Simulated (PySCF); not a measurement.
Screening by computed properties: pick the candidate that meets the target.

Each SMILES stands for a single optimised conformer of the isolated species, non-relativistic unless stated. Electronic properties by PySCF.

Dipoles, sizes and rotational constants follow the conformer. The torsions of the flexible species, by atom-mapped SMILES:
- `[CH2:1]=[P:2][C:3]([CH3:4])([CH3:5])[CH2:6][CH3:7]`: C1–P2–C3–C4 -112°, P2–C3–C6–C7 -66°
- `[CH2:1]=[CH:2]/[CH:3]=[CH:4]\[c:5]1[cH:6][cH:7][o:8][n:9]1`: C1–C2–C3–C4 180°, C3–C4–C5–C6 180°
- `[CH3:1][C:2](=[O:3])[c:4]1[cH:5][cH:6][cH:7][cH:8][n:9]1`: C1–C2–C4–C5 180°
- `[F:1][CH2:2][CH+:3][c:4]1[cH:5][cH:6][cH:7][cH:8][cH:9]1`: F1–C2–C3–C4 1°, C2–C3–C4–C5 179°
- `[N:1]#[C:2][CH2:3][C@@H:4]1[CH:5]=[CH:6][C:7](=[O:8])[CH2:9]1`: C2–C3–C4–C5 -64°

The conformers of `CP1CCCCC1` aren't listed.

**Question.** Wanted: smallest rotational constant between 0.9 GHz and 1.4 GHz (GFN2-xTB) and lowest singlet excitation above 4 eV (TDDFT CAM-B3LYP/def2-SVPD), at GFN2-xTB geometries. Which candidate meets both?
A. `C=PC(C)(C)CC`
B. `C=C/C=C\c1ccon1`
C. `CC(=O)c1ccccn1`
D. `n1(C)nncc1C#N`

**Answer.** D. Computed values:
```
        species  smallest rotational constant  lowest singlet excitation
C=C/C=C\c1ccon1                     0.794 GHz                    4.78 eV
 CC(=O)c1ccccn1                     0.968 GHz                    3.74 eV
  n1(C)nncc1C#N                     1.339 GHz                    5.26 eV
   C=PC(C)(C)CC                     1.505 GHz                    4.47 eV
```

**Question.** Wanted: HOMO–LUMO gap between 6.7 eV and 7.5 eV (CAM-B3LYP/def2-SVPD) and lowest triplet excitation (Tamm–Dancoff) below 2.8 eV (TDA CAM-B3LYP/def2-SVPD), at GFN2-xTB geometries. Which candidate meets both?
A. `C=PC(C)(C)CC`
B. `CP1CCCCC1`
C. `Cn1nncc1C#N`
D. `FC[CH+]c1ccccc1`
E. `c1cccnc1C(=O)C`
F. `C=C/C=C\c1ccon1`

**Answer.** F. Computed values:
```
        species  HOMO–LUMO gap  lowest triplet excitation (Tamm–Dancoff)
FC[CH+]c1ccccc1        6.25 eV                                   2.28 eV
C=C/C=C\c1ccon1        7.17 eV                                   2.68 eV
 c1cccnc1C(=O)C        7.82 eV                                   3.25 eV
   C=PC(C)(C)CC        8.24 eV                                   3.00 eV
    Cn1nncc1C#N        8.88 eV                                   4.03 eV
      CP1CCCCC1        9.20 eV                                   5.46 eV
```

**Question.** Wanted: HOMO energy between -8.6 eV and -8 eV (CAM-B3LYP/def2-SVPD) and static isotropic polarisability above 86 au (CAM-B3LYP/def2-SVPD), at GFN2-xTB geometries. Which candidate meets both?
A. `C=PC(C)(C)CC`
B. `Cn1nncc1C#N`
C. `CC(=O)c1ccccn1`
D. `N#CC[C@@H]1C=CC(=O)C1`
E. `o1ccc(n1)/C=C\C=C`

**Answer.** A. Computed values:
| species | HOMO energy | static isotropic polarisability |
| --- | --- | --- |
| Cn1nncc1C#N | -9.55 eV | 70.2 au |
| N#CC[C@@H]1C=CC(=O)C1 | -9.05 eV | 83.9 au |
| CC(=O)c1ccccn1 | -8.71 eV | 88.4 au |
| C=PC(C)(C)CC | -8.47 eV | 98.2 au |
| o1ccc(n1)/C=C\C=C | -7.81 eV | 100.0 au |

**Question.** Wanted: dipole moment below 1.6 D (CAM-B3LYP/def2-SVPD) and electronic spatial extent ⟨r²⟩ about the centre of nuclear charge below 1300 bohr² (CAM-B3LYP/def2-SVPD), at GFN2-xTB geometries. Which candidate meets both?
A. `CC(=O)c1ccccn1`
B. `C=PC(C)(C)CC`
C. `n1(C)nncc1C#N`
D. `C=C/C=C\c1ccon1`

**Answer.** B. Computed values:
```csv
species,dipole moment,electronic spatial extent ⟨r²⟩ about the centre of nuclear charge
C=PC(C)(C)CC,1.30 D,1014 bohr²
n1(C)nncc1C#N,1.90 D,836 bohr²
C=C/C=C\c1ccon1,2.52 D,1389 bohr²
CC(=O)c1ccccn1,3.41 D,1171 bohr²
```
